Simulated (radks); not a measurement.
The mean radii <r> (bohr) of the occupied orbitals of an atom or ion are listed with their occupations. Calculated with a radial shooting solver on a logarithmic mesh with Libxc functionals: Dirac Kohn-Sham, PBE, spin-unpolarised, spherical densities, point nucleus.

| orbital | occ. | <r> |
|---|---|---|
| 1s1/2 | 2 | 0.2705 |
| 2s1/2 | 2 | 1.466 |
| 2p1/2 | 0.333333 | 1.512 |
| 2p3/2 | 0.666667 | 1.513 |
| 4p1/2 | 0.333333 | 14.71 |
| 4p3/2 | 0.666667 | 14.71 |

Name the element and its charge. Open shells, if any, are shared by 2j + 1.

Answer. Z = 6, carbon, charge 0: C in [He] 2s2 2p1 4p1. The 1s radius gives Z: for a bare nucleus <r> = (2 gamma + 1)/(2Z) with gamma = sqrt(1 - (Z/c)^2), 0.2498 bohr for Z = 6, and screening makes it slightly larger (0.2705 here). The occupations add up to 6, and the charge is Z minus that.
